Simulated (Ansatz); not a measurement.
`[NH2][AlH][Br]` and `[NH2][AlH][SeH]` differ in one atom or group.

Ansatz, PBE0-D4/def2-TZVP geometries, multiplicity 1. Each molecule was computed in one conformer, which needn't be the lowest.

Scalar relativity is left out up to krypton.

```csv
property,`[NH2][AlH][Br]`
HOMO energy (PBE0/def2-TZVPP) / eV,-7.80
HOMO–LUMO gap (B3LYP/def2-TZVPP) / eV,6.75
LUMO energy (B3LYP/def2-TZVPP) / eV,-0.79
size of the dipole moment (PBE/def2-TZVPP) / D,2.20
HOMO–LUMO gap (PBE/def2-TZVPP) / eV,5.08
HOMO–LUMO gap (PBE0/def2-TZVPP) / eV,7.20
```

(1) Give the same properties after the change, and the shifts. (Estimate.)

## Answers

(1) The calculation gave: 
```tsv
property	`[NH2][AlH][SeH]`	shift
HOMO energy (PBE0/def2-TZVPP) / eV	-7.04	0.76
HOMO–LUMO gap (B3LYP/def2-TZVPP) / eV	6.20	-0.55
LUMO energy (B3LYP/def2-TZVPP) / eV	-0.58	0.21
size of the dipole moment (PBE/def2-TZVPP) / D	1.45	-0.75
HOMO–LUMO gap (PBE/def2-TZVPP) / eV	4.73	-0.35
HOMO–LUMO gap (PBE0/def2-TZVPP) / eV	6.63	-0.57
```

With PBE0 the HOMO rises by 0.76 eV and the LUMO rises by 0.19 eV, so the gap narrows by about 0.57 eV. PBE moves the HOMO by 0.56 eV and ωB97M-V by 0.97 eV. The zero-point energy changes by 18.5 kJ/mol with +3 modes. Dipoles are sizes alone; their direction can turn.

B3LYP here is the variant with VWN-RPA as its local correlation; programs differ in this.

Spin–orbit coupling is left out; it splits and shifts lone-pair levels of the heavy atoms by tenths of an eV.
